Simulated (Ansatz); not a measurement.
## Ansatz (development build ahead of 0.2.0) run

```yaml
crystal:
  periodic: [false, false, false]
  atoms:
    - { symbol: Ca, position_ang: [0.0, 0.0, 0.0] }
    - { symbol: F, position_ang: [0.0, 0.0, 5.122] }
basis:
  gaussian: { orbitals: def2-SVP }
magnetization:
  spin_polarized: true
  initial_magnetization: 1
hamiltonian:
  xc: pbe0
scf:
  omitted_lower_state_checks: [stability, starts, atomic_configurations, cluster_reference, orbital_swaps, given_window_search, neighbouring_geometries, increment]
output:
  forces: true
```

The input is written out in the form of the current development build from the run's settings.

The run gave:

```yaml
Converged: yes
Total_energy: -776.85630 hartree
Spin_squared_of_the_determinant: 0.760
```

Forces (eV/Å):
```json
{"atom": "Ca1", "Fx": "0.000", "Fy": "0.000", "Fz": "0.224"}
{"atom": "F2", "Fx": "0.000", "Fy": "0.000", "Fz": "-0.224"}
```

Caution: charge can spread falsely over distant fragments.
